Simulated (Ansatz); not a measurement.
One geometry of CH$_{5}$FNSi (`C[Si](N)F`) radical, several functionals.

```yaml
crystal:
  periodic: [false, false, false]
  atoms:
    - {symbol: C, position_ang: [-0.509760, 1.045963, -0.656119]}
    - {symbol: Si, position_ang: [0.772280, -0.273063, -0.330643]}
    - {symbol: N, position_ang: [0.401675, -1.030399, 1.166385]}
    - {symbol: F, position_ang: [0.655391, -1.423630, -1.451456]}
    - {symbol: H, position_ang: [-0.321872, 1.541794, -1.609781]}
    - {symbol: H, position_ang: [-0.488983, 1.804643, 0.130073]}
    - {symbol: H, position_ang: [-1.504877, 0.592025, -0.682904]}
    - {symbol: H, position_ang: [0.170354, -0.454442, 1.961490]}
    - {symbol: H, position_ang: [0.914392, -1.849093, 1.456054]}
basis:
  gaussian: {orbitals: def2-TZVPP}
magnetization: {spin_polarized: true, initial_magnetization: 1}
hamiltonian: {xc: {name: PBE-QIDH}}
```

```sh
$ ansatz run in.yaml --threads 4 --pin off --events-out ev --progress --plain --max-ram 10444MiB
```

Output, abridged:

```
Functional definition: PBE-QIDH
1208 factors; integrals over basis functions are off by at most 1.1e-3 eV
mean field evaluation 1: about -13182.0712 eV, gradient 3.8e1 eV
mean field evaluation 2: about -13182.0729 eV, gradient 3.8e1 eV
mean field evaluation 4: about -13187.7660 eV, gradient 2.8e0 eV
mean field evaluation 8: about -13187.8246 eV, gradient 1.1e-1 eV
mean field evaluation 16: about -13187.8248 eV, gradient 3.7e-4 eV
mean field -13187.82479818 eV, -484.6436223044 hartree, gradient 7.7e-6 eV, S^2 0.753548; 0 other end points of the search recorded, 0 dependent functions left out
8 core orbitals not correlated: weight in the atoms' cores, before any rotation towards them, 1.000 or more for the frozen orbitals, at most 0.000 for the correlated occupied ones
reference -13187.82481009 eV, -484.6436227420 hartree; 13, 12 occupied and 184, 185 virtual orbitals, 1208 factors
second order -22.56040218 eV of doubles, -0.00000000 eV of singles
Total energy: -13195.34494415 eV, -484.9199825713 hartree
```

Hardware: 4 threads of an Arm Neoverse V2 on a shared host. Wall time 4 s, peak host memory 0.5 GiB.

The same input with `hamiltonian: {xc: {name: CAM-B3LYP}, dispersion: d4}` (abridged; 3.3 s):

```
Functional definition: CAM-B3LYP
mean field evaluation 16: about -13205.6396 eV, gradient 1.0e-4 eV
mean field -13205.63956959 eV, -485.2983030784 hartree, gradient 4.1e-5 eV, S^2 0.752284
Total energy: -13205.77322031 eV, -485.3032146520 hartree
```

With the line `hamiltonian: {xc: {name: wB97X-V}}` (abridged; 7.5 s):

```
Functional definition: wB97X-V
mean field evaluation 16: about -13204.2319 eV, gradient 1.4e-4 eV
mean field -13204.23187839 eV, -485.2465713809 hartree, gradient 7.3e-5 eV, S^2 0.752190
Total energy: -13204.23187718 eV, -485.2465713364 hartree
```

Changing it to `hamiltonian: {xc: lda}` (abridged; 1.1 s):

```
Functional definition: SPW92
mean field evaluation 16: about -13135.6285 eV, gradient 2.7e-4 eV
mean field -13135.62854546 eV, -482.7254453967 hartree, gradient 2.7e-5 eV, S^2 0.750969
Total energy: -13135.62858090 eV, -482.7254466993 hartree
```

The same input with `hamiltonian: {xc: {name: wB97M-V}}` and forces (abridged; 10 s):

```
Functional definition: wB97M-V
mean field evaluation 16: about -13204.7468 eV, gradient 3.3e-4 eV
mean field -13204.74678941 eV, -485.2654940119 hartree, gradient 6.9e-5 eV, S^2 0.751429
Total energy: -13204.74683365 eV, -485.2654956377 hartree
Atom 0 force    -0.082107     0.056697    -0.022849 eV/Å
Atom 1 force     0.113473     0.156905     0.053128 eV/Å
Atom 2 force    -0.017812    -0.028488     0.069102 eV/Å
Atom 3 force    -0.042174    -0.122338    -0.125101 eV/Å
Atom 4 force    -0.018993    -0.034211     0.072854 eV/Å
Atom 5 force    -0.001812    -0.054530    -0.054418 eV/Å
Atom 6 force     0.072062     0.026735     0.001158 eV/Å
Atom 7 force     0.002104    -0.025598    -0.000749 eV/Å
Atom 8 force    -0.024741     0.024827     0.006875 eV/Å
Dipole moment:    -0.031948     0.221251     0.427736 e Å
```

The same input with `hamiltonian: {xc: {name: BHLYP}, dispersion: d4}` (abridged; 3 s):

```
Functional definition: BHLYP
mean field evaluation 16: about -13204.8054 eV, gradient 5.5e-4 eV
mean field -13204.80537299 eV, -485.2676469187 hartree, gradient 6.6e-5 eV, S^2 0.753180
Total energy: -13204.99646159 eV, -485.2746692954 hartree
```
